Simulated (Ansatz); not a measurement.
Start from `CC[O][Zr]([OH])([O]CC)[O]CC` and change one atom or group to get `CC[O][Zr]([OH])([OH])[O]CC`.

Ansatz, PBE0-D4/def2-TZVP geometries, multiplicity 1. Each molecule was computed in one conformer, which needn't be the lowest.

Elements past krypton have def2 core potentials.

| property | `CC[O][Zr]([OH])([O]CC)[O]CC` |
| --- | --- |
| size of the dipole moment (ωB97M-V/def2-TZVPP) / D | 0.36 |
| size of the dipole moment (B3LYP/def2-TZVPP) / D | 0.40 |
| HOMO energy (PBE0/def2-TZVPP) / eV | -7.47 |
| HOMO–LUMO gap (PBE/def2-TZVPP) / eV | 5.47 |
| HOMO energy (PBE/def2-TZVPP) / eV | -5.98 |
| HOMO energy (ωB97M-V/def2-TZVPP) / eV | -9.82 |

Problem. What does the change do to each property? (Best estimate.)

Solution. The calculation gave: 
```csv
property,`CC[O][Zr]([OH])([OH])[O]CC`,shift
size of the dipole moment (ωB97M-V/def2-TZVPP) / D,0.32,-0.04
size of the dipole moment (B3LYP/def2-TZVPP) / D,0.38,-0.02
HOMO energy (PBE0/def2-TZVPP) / eV,-7.62,-0.15
HOMO–LUMO gap (PBE/def2-TZVPP) / eV,5.54,0.07
HOMO energy (PBE/def2-TZVPP) / eV,-6.12,-0.14
HOMO energy (ωB97M-V/def2-TZVPP) / eV,-9.98,-0.16
```

With PBE0 the HOMO falls by 0.15 eV and the LUMO falls by 0.08 eV, so the gap widens by about 0.07 eV. PBE moves the HOMO by -0.14 eV and ωB97M-V by -0.16 eV. Dipoles are sizes alone; their direction can turn.

B3LYP here is the variant with VWN-RPA as its local correlation; programs differ in this.
